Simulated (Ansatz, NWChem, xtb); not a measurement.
## Ligand exchange: CHBrI2 + HI → CHI3 + HBr

Species: CHBrI2 (bromodiiodomethane) `BrC(I)I`, singlet; HI (hydrogen iodide), singlet; CHI3 (iodoform) `IC(I)I`, singlet; HBr (hydrogen bromide), singlet. The partners trade Br for I: C–Br and H–I bonds give way to C–I and H–Br.

Shapes, held fixed at every level: PBE0-D4/def2-TZVP. Programs: Ansatz 0.2.0, NWChem 7.3.0, xtb 6.7.1. A level may come from different programs for different species; with the same settings they agree closely. The zero-point and thermal change to 298 K, harmonic and unscaled (PBE0-D4/def2-TZVP), is +1.2 kJ/mol.

Estimate ΔH(298 K) of this reaction.

The highest level, CCSD(T)/def2-TZVPP, gives ΔH(298 K) = -9.3 kJ/mol; the levels span -9.3 to +18.2. They disagree on the sign: 1 of 9 are positive. The column of differences is taken from that level and isn't an error. No measured value is set beside it here. For atoms past krypton def2 sets carry core potentials with scalar relativity. Relativity is left out for Br. Outer-core shells of Br, I are correlated in most correlated rows, in sets that cover them unevenly.

| level | kind | ΔH(298 K) (kJ/mol) | less CCSD(T)/def2-TZVPP |
| --- | --- | --- | --- |
| GFN0-xTB | semi-empirical | +18.2 | +27.5 |
| HF/def2-TZVPP | Hartree–Fock | -3.9 | +5.4 |
| PBE0/def2-SVP | global hybrid | -4.5 | +4.8 |
| PBE0-D4/def2-TZVPP | global hybrid | -8.2 | +1.1 |
| wB97X-V/def2-TZVPP | range-separated hybrid | -6.9 | +2.4 |
| CCSD(T)/def2-SVP | coupled cluster or CI | -7.4 | +1.9 |
| CCSD/def2-SVP | coupled cluster or CI | -7.1 | +2.2 |
| CCSD/def2-TZVPP | coupled cluster or CI | -7.8 | +1.5 |
| CCSD(T)/def2-TZVPP | coupled cluster or CI | -9.3 | 0.0 |
